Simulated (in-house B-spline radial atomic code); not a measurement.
## RPA and G0W0 on BLYP: Cl²⁺

Configuration [Ne] 3s2 3p3, highest spin, mean-field start BLYP. Computed with an all-electron radial atomic-structure program (B-spline basis): all electrons, non-relativistic, point nucleus, each spin shell either full or empty, empty states to l = 9 with an (l + 1/2)⁻⁴ tail; G0W0 by contour deformation at full frequency.

Command:
```bash
python run_gw.py task.json out
```
Settings (radii: box in bohr, nucleus in fm):
```
Z                        17
electrons                15
configuration            [Ne] 3s2 3p3
hamiltonian              nr
method                   b88,lyp
lmax                     9
spin_polarised           True
box_radius               17.55
intervals                49
```

Cost of the run: 1.8 s on 1 thread of Intel(R) Xeon(R) Platinum 8488C (Sapphire Rapids), with other jobs on the host.

Energies (hartree):

```tsv
term	value
mean-field total	-458.81798
Hartree-Fock functional on these orbitals	-458.21563
direct second order	-1.0439
second-order exchange	0.38181
SOSEX correction	0.34131
```

**Question.** What is the RPA correlation energy, and what remains with SOSEX?

**Answer.** RPA gives -0.90068 hartree (-1.63 eV per electron); RPA + SOSEX gives -0.55938, and the second-order doubles -0.66206 hartree (no singles). RPA lacks exchange-type terms and so overcorrelates at short range.

Quasi-particle levels (eV):

```csv
level,occupied,mean field,Σx - vxc,Σc,QP weight,G0W0
3p up,yes,-32.77,-6.79,?,?,?
3s down,yes,-42.26,-4.21,-2.07,0.916,-48.55
3p down,no,-29.410,8.27,-3.22,0.916,-24.360
```

G0W0 = mean field + (Σx - vxc) + Σc, with Σc (partial-wave tail included) taken at the quasi-particle energy. Only the outer levels were computed. Levels of low weight are left out.

**Question.** Where does G0W0 put 3p up?

**Answer.** At -39.45 eV, with Σc = 0.11 eV and a quasi-particle weight of 0.911. The tabulated removal energy is 39.8 ± 0.11 eV (NIST, semi-empirical); the calculation leaves out relativity, Breit and QED terms, and what these don't explain is the method's own error.
